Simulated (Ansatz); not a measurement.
CH₃BN₂S, SMILES `NB1N=CS1`. Total charge 0; spin multiplicity 1. All single points use the PBE0-D4/def2-TZVP geometry. It is one conformer, not always the lowest.

```xyz
8

N    -0.981   -0.460    1.207
B    -0.129   -0.027    0.218
N     0.093   -0.533   -1.154
C     0.971    0.374   -1.342
S     1.127    1.375    0.142
H    -1.594   -1.246    1.063
H    -1.046   -0.032    2.114
H     1.559    0.549   -2.247
```

What is the dipole moment at ωB97M-V/def2-TZVPP? (Estimate.)

Ansatz gave: 1.94 D, with components (-0.97, -0.19, 1.67) D in this frame, pointing from negative to positive charge.

And with PBE, r2SCAN, B3LYP? (Best estimate.)

The calculation gave: PBE 2.14 D, r2SCAN 2.08 D, B3LYP 2.02 D.

Give the Mulliken charges with ωB97M-V, PBE, r2SCAN in def2-TZVPP. (An estimate is asked.)

The calculation gave: 
```tsv
atom	ωB97M-V	PBE	r2SCAN
N1	-0.19	-0.23	-0.28
B2	0.19	0.15	0.24
N3	-0.28	-0.24	-0.36
C4	0.07	0.08	0.19
S5	-0.20	-0.24	-0.25
H6	0.15	0.19	0.19
H7	0.14	0.19	0.19
H8	0.12	0.10	0.08
```

B3LYP here is the variant with VWN-RPA as its local correlation; programs differ in this.
